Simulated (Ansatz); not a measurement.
Si(F)2(OH)(SeH) (F2H2OSeSi), SMILES O[Si](F)(F)[SeH].

The structure is a stationary point at B3LYP-D3(BJ)/def2-SVP. The structure was generated by enumeration, and PubChem lists no compound with its InChIKey, so it may never have been made. The values are those of a single conformer.

Two levels are set side by side: PBE/def2-SVPD (Ansatz, a first-principles code) and CAM-B3LYP/def2-SVPD (Ansatz). Energy differences of separate SCF runs at the same geometry; the states with an electron removed or added have multiplicity 2 and 2. Differences are taken from unrounded values.

| quantity | CAM-B3LYP | PBE | PBE minus CAM-B3LYP |
|---|---|---|---|
| vertical ionisation energy (eV) | 10.28 | 10.02 | -0.25 |
| vertical singlet–triplet gap (eV) | 5.37 | 5.19 | -0.18 |
